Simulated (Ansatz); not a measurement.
Consider the atomization: `[Br][Al]1[O][SiH2]1` → Al• + Br• + 2 H• + O• + Si•.

Program: Ansatz. Geometries: PBE0-D4/def2-TZVP. ΔE: electronic, gas phase. CCSD(T)/CBS is the MP2 limit (def2-TZVPP, def2-QZVPP) plus CCSD(T) − MP2 in def2-TZVPP, frozen cores. This one scheme is used for every species, atoms too. Open shells (•) are unrestricted, without spin–orbit coupling. Spin–orbit coupling would lower the free atoms: a little for Al, O, Si; clearly for Br. For Br outer-core shells are correlated without core-valence functions, so the limit isn't a true one: a few kJ/mol of doubt a bond, and 10 to 20 or more in all where bonds break to atoms. Scalar relativity is left out up to krypton.

`[Br][Al]1[O][SiH2]1`:

Cartesian coordinates in Å:
```
Br 3.446 0.407 -0.288
Al 1.265 -0.006 -0.023
O -0.103 0.947 -0.504
Si -0.974 -0.315 0.188
H -1.795 0.050 1.374
H -1.838 -1.084 -0.747
```

```tsv
species	CCSD(T)/CBS(def2) energy (Eh)
`[Br][Al]1[O][SiH2]1`	-3180.88638
Al•	-241.93820
Br•	-2573.26688
H•	-0.50000
O•	-75.00631
Si•	-288.94402
```

Work out ΔE.

ΔE = 2 × (-0.50000) + (-241.93820) + (-2573.26688) + (-75.00631) + (-288.94402) − (-3180.88638) = 0.73097 Eh = +19.89 eV.

Largest T1 diagnostic among the species: 0.018.

Leaving LDA and LC-ωPBE aside and taking each functional with its dispersion term where it has one, the values, not all of them listed here, spread over 1.11 eV, from BHLYP-D4 to r2SCAN-D4. LDA lies +2.79 eV from PBE without D4, its usual overbinding. From BLYP to BHLYP (50 % exact exchange), in def2-TZVPP and without D4, ΔE moves by −0.48 eV: exact exchange takes away binding that semilocal exchange gives to molecules.

For atomizations the MP2-based limit and the directly extrapolated one differ by several kJ/mol either way, and by 10 to 25 for some Ge, Se and Sn compounds, so smaller differences from it don't rank the levels.
